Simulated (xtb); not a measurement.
xtb input (GFN2-xTB):

```bash
xtb mol.xyz --gfn 2 --ohess tight --chrg -1 --uhf 0
```
mol.xyz:
```
9

B      0.13825595    -0.12600007     0.53429660
F      0.27013006    -0.85859537     1.77482955
C      1.46484950     0.46109601    -0.16030871
C     -1.20821147     0.05940796    -0.20193037
H      1.67002759     0.04559621    -1.16952746
H      2.35538449     0.25949855     0.50618889
H     -1.44716400     1.12483717    -0.33567562
H     -2.03067627    -0.45612269     0.38712520
H     -1.20031685    -0.42368008    -1.18734200
```

Output:

```
           -------------------------------------------------
          |                Calculation Setup                |
           -------------------------------------------------

           -------------------------------------------------
          |                 G F N 2 - x T B                 |
           -------------------------------------------------

        Reference                      10.1021/acs.jctc.8b01176
      * Hamiltonian:
        H0-scaling (s, p, d)           1.850000    2.230000    2.230000
        zeta-weighting                 0.500000
      * Dispersion:
        s8                             2.700000
        a1                             0.520000
        a2                             5.000000
        s9                             5.000000
      * Repulsion:
        kExp                           1.500000    1.000000
        rExp                           1.000000
      * Coulomb:
        alpha                          2.000000
        third order                    shell-resolved
        anisotropic                    true
        a3                             3.000000
        a5                             4.000000
        cn-shift                       1.200000
        cn-exp                         4.000000
        max-rad                        5.000000

          ...................................................
          :                      SETUP                      :
          :.................................................:
          :  # basis functions                  21          :
          :  # atomic orbitals                  21          :
          :  # shells                           13          :
          :  # electrons                        24          :
          :  max. iterations                   250          :
          :  Hamiltonian                  GFN2-xTB          :
          :  restarted?                      false          :
          :  GBSA solvation                  false          :
          :  PC potential                    false          :
          :  electronic temp.          300.0000000     K    :
          :  accuracy                    1.0000000          :
          :  -> integral cutoff          0.2500000E+02      :
          :  -> integral neglect         0.1000000E-07      :
          :  -> SCF convergence          0.1000000E-05 Eh   :
          :  -> wf. convergence          0.1000000E-03 e    :
          :  Broyden damping             0.4000000          :
          :  net charge                         -1          :
          :  unpaired electrons                  0          :
          ...................................................

 iter      E             dE          RMSdq      gap      omega  full diag
   1    -12.6079760 -0.126080E+02  0.734E+00    6.58       0.0  T
   2    -12.2886132  0.319363E+00  0.112E+01    2.95       1.0  T
   3    -13.0325477 -0.743934E+00  0.391E+00    3.06       1.0  T
   4    -13.0350483 -0.250059E-02  0.166E+00    2.82       1.0  T
   5    -13.0399568 -0.490858E-02  0.343E-01    3.04       1.0  T
   6    -13.0395161  0.440787E-03  0.280E-01    3.08       1.0  T
[...]
 * 6 selected distances

     #   Z          #   Z                                           value/Å
     1   5 B        3   6 C                                       1.4295870 (max)
     3   6 C        5   1 H                                       1.0907101
     3   6 C        6   1 H                                       1.0899377 (min)
     4   6 C        7   1 H                                       1.0948236
     4   6 C        8   1 H                                       1.0946493
     4   6 C        9   1 H                                       1.0915871

 * 2 distinct bonds (by element types)

   Z      Z             #   av. dist./Å        max./Å        min./Å
Molecule has no symmetry elements
It seems to be the C1 point group
   1 H    6 C           5     1.0923416     1.0948236     1.0899377
   5 B    6 C           1     1.4295870     1.4295870     1.4295870

           -------------------------------------------------
          |               Frequency Printout                |
           -------------------------------------------------
 projected vibrational frequencies (cm⁻¹)
eigval :       -0.00    -0.00    -0.00    -0.00     0.00     0.00
eigval :       91.32   280.65   342.98   382.70   630.13   672.48
eigval :      704.47   777.19   835.19   862.17  1008.50  1370.62
eigval :     1423.76  1536.91  1542.69  1577.74  2913.56  2917.58
eigval :     2931.64  2942.28  2972.36
 reduced masses (amu)
   1: 13.07   2:  9.21   3: 15.28   4: 12.21   5: 11.99   6: 12.30   7:  1.71   8:  8.99
   9: 11.96  10:  8.63  11:  1.98  12: 13.31  13:  3.50  14:  7.04  15:  4.57  16:  4.29
  17:  8.80  18:  3.02  19:  5.14  20:  1.65  21:  1.81  22:  7.48  23:  1.92  24:  1.98
  25:  1.59  26:  1.64  27:  1.51
 IR intensities (km·mol⁻¹)
   1: 13.93   2:  3.43   3: 16.57   4:  2.90   5: 13.64   6:  4.44   7:  0.09   8:  1.04
   9:  6.00  10: 16.71  11: 12.40  12: 39.87  13: 18.22  14: 25.45  15: 20.00  16: 38.86
  17:210.81  18:  9.28  19:212.93  20:  5.46  21:  1.32  22: 87.41  23:190.43  24:290.69
  25:329.85  26: 98.61  27:128.69
 Raman intensities (Ä⁴*amu⁻¹)
   1:  0.00   2:  0.00   3:  0.00   4:  0.00   5:  0.00   6:  0.00   7:  0.00   8:  0.00
   9:  0.00  10:  0.00  11:  0.00  12:  0.00  13:  0.00  14:  0.00  15:  0.00  16:  0.00
  17:  0.00  18:  0.00  19:  0.00  20:  0.00  21:  0.00  22:  0.00  23:  0.00  24:  0.00
  25:  0.00  26:  0.00  27:  0.00
 output can be read by thermo (or use thermo option).
 writing <g98.out> molden fake output.
 recommended (thermochemical) frequency scaling factor: 1.0
           -------------------------------------------------
          |             Thermodynamic Functions             |
           -------------------------------------------------

c1  symmetry found (for desy threshold:  0.10E+00) used in thermo

          ...................................................
          :                      SETUP                      :
          :.................................................:
          :  # frequencies                          21      :
          :  # imaginary freq.                       0      :
          :  linear?                             false      :
          :  only rotor calc.                    false      :
          :  symmetry                               c1      :
          :  rotational number                       1      :
          :  scaling factor                  1.0000000      :
          :  rotor cutoff                   50.0000000 cm⁻¹ :
          :  imag. cutoff                  -20.0000000 cm⁻¹ :
          :.................................................:

    mode    ω/cm⁻¹     T·S(HO)/kcal·mol⁻¹    T·S(FR)/kcal·mol⁻¹   T·S(vib)
   ------------------------------------------------------------------------
       1     91.32    -1.08275 ( 91.75%)    -0.87743 (  8.25%)    -1.06582
       2    280.65    -0.45608 ( 99.90%)    -0.54529 (  0.10%)    -0.45617
   ------------------------------------------------------------------------

   temp. (K)  partition function   enthalpy   heat capacity  entropy
                                   cal/mol     cal/K/mol   cal/K/mol   J/K/mol
 298.15  VIB   6.73                 1600.327     11.962      9.099
         ROT  0.504E+05              888.752      2.981     24.497
         INT  0.339E+06             2489.079     14.943     33.596
         TR   0.437E+27             1481.254      4.968     38.121
         TOT                        3970.3329    19.9108    71.7178   300.0671

       T/K    H(0)-H(T)+PV         H(T)/Eh          T*S/Eh         G(T)/Eh
   ------------------------------------------------------------------------
    298.15    0.632713E-02    0.717491E-01    0.340754E-01    0.376737E-01
   ------------------------------------------------------------------------

         :::::::::::::::::::::::::::::::::::::::::::::::::::::
Note: The following floating-point exceptions are signalling: IEEE_UNDERFLOW_FLAG IEEE_DENORMAL
normal termination of xtb
         ::                  THERMODYNAMIC                  ::
         :::::::::::::::::::::::::::::::::::::::::::::::::::::
         :: total free energy         -12.948110799353 Eh   ::
         ::.................................................::
         :: total energy              -12.985784479613 Eh   ::
         :: zero point energy           0.065421969462 Eh   ::
         :: G(RRHO) w/o ZPVE           -0.027748289202 Eh   ::
         :: G(RRHO) contrib.            0.037673680260 Eh   ::
         :::::::::::::::::::::::::::::::::::::::::::::::::::::

optimized geometry written to: xtbopt.xyz

           -------------------------------------------------
          | TOTAL ENERGY              -12.985784479613 Eh   |
          | TOTAL ENTHALPY            -12.914035381900 Eh   |
          | TOTAL FREE ENERGY         -12.948110799353 Eh   |
          | GRADIENT NORM               0.000063024160 Eh/α |
          | HOMO-LUMO GAP               5.374679983770 eV   |
           -------------------------------------------------

------------------------------------------------------------------------
------------------------------------------------------------------------
 total:
 SCF:
 ANC optimizer:
 analytical hessian:
```

It need not be the lowest isomer of its formula. Whether it binds its extra electron was not tested at this geometry.
